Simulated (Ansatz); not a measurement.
Relaxing a trial structure of BFGa2O

The starting geometry of this gas-phase singlet was optimised with GFN2-xTB.

```tsv
atom	x (Å)	y (Å)	z (Å)
B	-0.3663	1.1258	0.6969
F	-1.8310	1.1106	0.3628
Ga	-1.6225	-1.0320	-0.3713
Ga	1.8356	0.6866	1.0327
O	0.0619	-0.1399	0.3317
```

Predict what becomes of its bonds when it is optimised with B3LYP-D3(BJ)/def2-SVP.

A bond breaks, giving a structure given below by its coordinates. Distances that change by over a tenth: B1–F2 (1.50 → 1.35 Å). Contacts that open: Ga4–O5 (2.08 → 3.06 Å).

The energy falls by 0.68 eV over 24 steps:

```csv
step,E − E(last) (eV)
1,0.678
4,0.163
6,0.066
9,0.007
11,0.004
14,0.002
16,0.001
19,0.000
21,0.000
24,0.000
```

Final geometry (Å):

```xyz
5

B    -0.3418    0.9216    0.6273
F    -1.2809    1.8805    0.7604
Ga   -1.4315   -1.8010   -0.6085
Ga    1.8528    1.0137    1.1619
O    -0.7207   -0.2637    0.1116
```

Frequencies at the end are all real (lowest 18 cm⁻¹). Run with Ansatz 0.2.0, 4.8 min on 1 thread of AMD EPYC (Zen 3) (shared host).
